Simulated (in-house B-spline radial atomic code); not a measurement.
The numbers below are computed, except where a source is named.
## Weak and strong correlation along the adiabatic connection

Two-electron singlets in several external potentials (atomic units), by full CI in B-splines with partial waves to l = 8 (correlation energies up to 0.6 % small). The repulsion is scaled by λ at fixed density; W(λ) is the mean repulsion less the Hartree energy, W(0) = E_x, and the area under W from 0 to 1 is E_xc.

Relative drop (W(λ) − E_x)/E_x:

| system | λ = 0.12 | λ = 0.25 | λ = 0.4 | λ = 0.6 | λ = 0.8 | λ = 1 |
| --- | --- | --- | --- | --- | --- | --- |
| −Z exp(−kr)/r, Z = 1.49, k = 0.244 | 0.0181 | 0.0360 | 0.0547 | 0.0770 | 0.0967 | 0.1141 |
| empty sphere, radius 0.328 bohr | 0.0024 | 0.0050 | 0.0080 | 0.0119 | 0.0157 | 0.0195 |
| ω²r²/2 − Z/r, ω = 0.12, Z = -0.5 | 0.0638 | 0.1145 | 0.1566 | 0.1957 | 0.2229 | 0.2429 |
| −Z/r, Z = 1.14, wall at 1.17 bohr | 0.0074 | 0.0151 | 0.0236 | 0.0343 | 0.0445 | 0.0541 |
| ω²r²/2 − Z/r, ω = 0.0771, Z = 1 | 0.0256 | 0.0500 | 0.0746 | 0.1027 | 0.1264 | 0.1466 |
| ω²r²/2 − Z/r, ω = 0.0661, Z = 0.5 | 0.0411 | 0.0769 | 0.1100 | 0.1446 | 0.1715 | 0.1930 |
| ω²r²/2 − Z/r, ω = 0.589, Z = 1.5 | 0.0115 | 0.0232 | 0.0359 | 0.0515 | 0.0658 | 0.0790 |

Problem. Order the systems by how far second-order (GL2) theory, half the initial slope (estimated from the first points of each curve), overshoots the correlation energy, least first.
A. ω²r²/2 − Z/r, ω = 0.0661, Z = 0.5
B. ω²r²/2 − Z/r, ω = 0.0771, Z = 1
C. −Z exp(−kr)/r, Z = 1.49, k = 0.244
D. ω²r²/2 − Z/r, ω = 0.589, Z = 1.5
E. ω²r²/2 − Z/r, ω = 0.12, Z = -0.5
F. −Z/r, Z = 1.14, wall at 1.17 bohr
G. empty sphere, radius 0.328 bohr

Solution. G (GL2/E_c = 1.03), F (GL2/E_c = 1.10), D (GL2/E_c = 1.16), C (GL2/E_c = 1.24), B (GL2/E_c = 1.35), A (GL2/E_c = 1.61), E (GL2/E_c = 1.92).

Problem. What else changes along this order?

Solution. The ratio follows the bend of the curve. With it the leading natural occupation goes from 1.999 to 1.770 and −T_c/E_c from 0.97 to 0.51 between the first and the last.
